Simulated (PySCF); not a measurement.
**Working out the electron affinity of Ge**

Ge⁻ [Ar] 3d10 4s2 4p3 (4S) → Ge [Ar] 3d10 4s2 4p2 (3P). All numbers are calculated (PySCF 2.14, scalar relativity by spin-free X2C-1e, in aug-cc-pVDZ-DK (6s5p3d, 36 functions)). Frozen: [Ar] 3d10. Energies in hartree (1 hartree = 27.21139 eV):

```csv
part,Ge⁻ (lower),Ge (upper)
UHF,-2096.990718,-2096.959641
MP2 opposite-spin,-0.038197,-0.033607
MP2 same-spin,-0.017070,-0.007340
```

What does Hartree-Fock give?

(-2096.959641) − (-2096.990718) = 0.031077 hartree = 0.846 eV.

What do MP2 and SCS-MP2 (6/5 opposite-spin, 1/3 same-spin) give?

The opposite-spin parts differ by 0.125 eV and the same-spin parts by 0.265 eV. MP2: 0.846 + (0.125) + (0.265) = 1.236 eV. SCS-MP2: 0.846 + 1.2 × (0.125) + (0.265)/3 = 1.084 eV.

A first-order spin-orbit estimate adds -0.101 eV to MP2 (valence), giving 1.135 eV against 1.233 eV (measured; photodetachment measurements, as compiled on the Wikipedia data page of electron affinities).

A double-zeta basis recovers only part of the correlation energy.

What remains against the reference includes basis incompleteness, the frozen core and correlation beyond second order.
